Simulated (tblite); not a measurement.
Species: C5H14GeSi2.
Numbering: `[CH3:1][C@@H:2]1[CH:3]=[CH:4][Si@@H:5]([SiH2:6][GeH3:7])[CH2:8]1` (hydrogens: H9, H10, H11 on C1; H12 on C2; H13 on C3; H14 on C4; H15 on Si5; H16, H17 on Si6; H18, H19, H20 on Ge7; H21, H22 on C8)

Computed with GFN2-xTB (tblite), gas phase: L-BFGS steps from a force-field or distance-geometry start until the largest atomic force falls under 0.01 eV/Å.

The end geometry, which sets the zero of energy:
```
atom  x, y, z in Å
C1      2.8135    0.5835   -0.1490
C2      1.3335    0.2582    0.0391
C3      1.0647   -0.3835    1.3695
C4      0.1526   -1.3467    1.4385
Si5    -0.6164   -1.6627   -0.2496
Si6    -2.6546   -0.5785   -0.5172
Ge7    -2.4064    1.7090   -0.0702
C8      0.7919   -0.6588   -1.0666
H9      2.9808    1.0491   -1.1182
H10     3.1599    1.2663    0.6243
H11     3.4085   -0.3269   -0.0963
H12     0.7700    1.2050    0.0166
H13     1.6159   -0.0122    2.2238
H14    -0.1040   -1.8216    2.3727
H15    -0.5689   -3.0844   -0.6335
H16    -3.1855   -0.7084   -1.8816
H17    -3.7130   -1.1053    0.3540
H18    -3.6481    2.5543   -0.0002
H19    -1.5667    2.4557   -1.0708
H20    -1.7196    2.0309    1.2282
H21     0.4923   -0.0765   -1.9370
H22     1.5892   -1.3270   -1.3945
```

Problem. These geometries come from the run, each turned onto the end geometry. Order them by energy, lowest first.
A.
```
atom  x, y, z in Å
C1      2.9033    0.4205   -0.1660
C2      1.3880    0.3135    0.0135
C3      1.0146   -0.2347    1.3622
C4      0.0803   -1.1819    1.4305
Si5    -0.6073   -1.6000   -0.2605
Si6    -2.6634   -0.6018   -0.5377
Ge7    -2.4513    1.6275    0.0051
C8      0.7416   -0.5335   -1.0906
H9      3.1559    0.8261   -1.1475
H10     3.3528    1.0657    0.5902
H11     3.3576   -0.5646   -0.0842
H12     0.9869    1.3315   -0.0390
H13     1.5383    0.1736    2.2200
H14    -0.2684   -1.5686    2.3780
H15    -0.5055   -3.0402   -0.5995
H16    -3.0896   -0.7376   -1.9332
H17    -3.6238   -1.2451    0.3667
H18    -3.7308    2.3754   -0.0730
H19    -1.5163    2.3782   -0.8697
H20    -1.9376    1.8685    1.3774
H21     0.3679    0.1066   -1.8939
H22     1.4965   -1.1597   -1.5670
```
B.
```
atom  x, y, z in Å
C1      2.8674    0.5257   -0.1566
C2      1.3746    0.2607    0.0288
C3      1.0849   -0.3589    1.3650
C4      0.1628   -1.3115    1.4417
Si5    -0.6084   -1.6360   -0.2428
Si6    -2.6543   -0.5708   -0.5285
Ge7    -2.4904    1.7174   -0.0536
C8      0.8033   -0.6456   -1.0720
H9      3.0564    0.9726   -1.1303
H10     3.2389    1.2040    0.6092
H11     3.4228   -0.4086   -0.0895
H12     0.8477    1.2275   -0.0021
H13     1.6360    0.0172    2.2171
H14    -0.1023   -1.7720    2.3803
H15    -0.5688   -3.0623   -0.6114
H16    -3.1667   -0.6991   -1.9003
H17    -3.7110   -1.1295    0.3250
H18    -3.7689    2.5080   -0.0302
H19    -1.6367    2.5184   -0.9982
H20    -1.8807    2.0406    1.2822
H21     0.4970   -0.0554   -1.9349
H22     1.5860   -1.3229   -1.4168
```
C.
```
atom  x, y, z in Å
C1      2.9085    0.4818   -0.1598
C2      1.4041    0.2807    0.0223
C3      1.0877   -0.3178    1.3627
C4      0.1493   -1.2544    1.4407
Si5    -0.6124   -1.5993   -0.2441
Si6    -2.6890   -0.5979   -0.5415
Ge7    -2.5296    1.6846   -0.0326
C8      0.7956   -0.6049   -1.0775
H9      3.1209    0.9052   -1.1391
H10     3.3025    1.1580    0.5966
H11     3.4300   -0.4701   -0.0756
H12     0.9254    1.2716   -0.0157
H13     1.6326    0.0593    2.2193
H14    -0.1342   -1.6987    2.3818
H15    -0.5618   -3.0267   -0.6057
H16    -3.1921   -0.7309   -1.9177
H17    -3.7352   -1.1953    0.3003
H18    -3.7838    2.5133   -0.0375
H19    -1.6234    2.4680   -0.9418
H20    -1.9460    1.9787    1.3211
H21     0.4789    0.0012   -1.9258
H22     1.5616   -1.2870   -1.4484
```
D.
```
atom  x, y, z in Å
C1      2.9107    0.4177   -0.1614
C2      1.3965    0.3107    0.0099
C3      1.0324   -0.2405    1.3564
C4      0.1109   -1.1924    1.4342
Si5    -0.5763   -1.6182   -0.2601
Si6    -2.6654   -0.6472   -0.5483
Ge7    -2.4783    1.6258   -0.0051
C8      0.7647   -0.5463   -1.0988
H9      3.1513    0.8264   -1.1423
H10     3.3431    1.0616    0.6026
H11     3.3643   -0.5690   -0.0754
H12     0.9746    1.3239   -0.0378
H13     1.5324    0.1851    2.2178
H14    -0.2114   -1.5844    2.3847
H15    -0.4579   -3.0518   -0.5935
H16    -3.1878   -0.7518   -1.9198
H17    -3.7075   -1.2418    0.3041
H18    -3.7198    2.4685   -0.0498
H19    -1.5330    2.4176   -0.8634
H20    -1.9483    1.9060    1.3723
H21     0.3617    0.0894   -1.8878
H22     1.5325   -1.1698   -1.5566
```
E.
```
atom  x, y, z in Å
C1      2.9104    0.4225   -0.1726
C2      1.4057    0.3221    0.0093
C3      1.0255   -0.2280    1.3584
C4      0.0830   -1.1563    1.4324
Si5    -0.6005   -1.5741   -0.2708
Si6    -2.6452   -0.5782   -0.5218
Ge7    -2.4405    1.6510    0.0182
C8      0.7459   -0.5202   -1.1058
H9      3.1545    0.8217   -1.1446
H10     3.3374    1.0591    0.5824
H11     3.3512   -0.5584   -0.0872
H12     0.9775    1.3363   -0.0437
H13     1.5123    0.1442    2.2469
H14    -0.2944   -1.5753    2.3491
H15    -0.5209   -2.9889   -0.5880
H16    -3.0457   -0.7365   -1.9172
H17    -3.5771   -1.2400    0.3727
H18    -3.7790    2.3293   -0.0915
H19    -1.4813    2.3545   -0.9124
H20    -1.9220    1.8264    1.4143
H21     0.3309    0.0996   -1.8901
H22     1.4618   -1.1912   -1.5561
```

Solution. B (0.003 eV), C (0.007 eV), D (0.021 eV), A (0.085 eV), E (0.188 eV).

In the order of the answer:

```tsv
step	E above end (eV)	largest force (eV/Å)	rms force component (eV/Å)	rms distance from end (Å)	rms bond change (Å)	bond most changed (Å)
85	0.003	0.02	0.006	0.075	0.000	Si6–Ge7 -0.001
51	0.007	0.03	0.011	0.125	0.001	C2–C8 +0.002
15	0.021	0.13	0.031	0.192	0.002	C4–Si5 -0.005
6	0.085	0.39	0.121	0.203	0.013	Si6–Ge7 -0.040
3	0.188	0.52	0.198	0.213	0.015	Si6–Ge7 -0.041
```

What follows is the cost of the whole relaxation. Time: 2.0 s. Hardware: an Arm Neoverse N1 with one thread, shared host.
